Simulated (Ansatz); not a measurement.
The same molecule with X = Cu, Ag, Au. Ansatz, PBE0-D4/def2-TZVP geometries, multiplicity 1. Each molecule was computed in one conformer, which needn't be the lowest.

Elements past krypton have def2 core potentials. Scalar relativity is left out up to krypton.

```tsv
X	molecule	mean X–Cl bond length / Å	mean X–P bond length / Å	HOMO energy (B3LYP/def2-TZVPP) / eV	HOMO energy (PBE/def2-TZVPP) / eV	LUMO energy (ωB97M-V/def2-TZVPP) / eV
Ag	`F[P+](F)(F)[Ag-][Cl]`	2.264	2.275	-7.42	-6.45	-0.05
Au	`F[P+](F)(F)[Au-][Cl]`	2.243	2.171	-7.87	-6.87	0.11
```

(1) Give the row for X = Cu, `F[P+](F)(F)[Cu-][Cl]`. (An estimate is asked.)

## Answers

(1) The calculation gave: 
```tsv
X	molecule	mean X–Cl bond length / Å	mean X–P bond length / Å	HOMO energy (B3LYP/def2-TZVPP) / eV	HOMO energy (PBE/def2-TZVPP) / eV	LUMO energy (ωB97M-V/def2-TZVPP) / eV
Cu	`F[P+](F)(F)[Cu-][Cl]`	2.079	2.124	-7.50	-6.50	0.16
```

From Cu to Au the mean X–Cl bond length isn't monotonic: highest at Ag, lowest at Cu; the mean X–P bond length isn't monotonic: highest at Ag, lowest at Cu; the HOMO energy (B3LYP/def2-TZVPP) isn't monotonic: highest at Ag, lowest at Au; the HOMO energy (PBE/def2-TZVPP) isn't monotonic: highest at Ag, lowest at Au; the LUMO energy (ωB97M-V/def2-TZVPP) isn't monotonic: highest at Cu, lowest at Ag.

B3LYP here is the variant with VWN-RPA as its local correlation; programs differ in this.
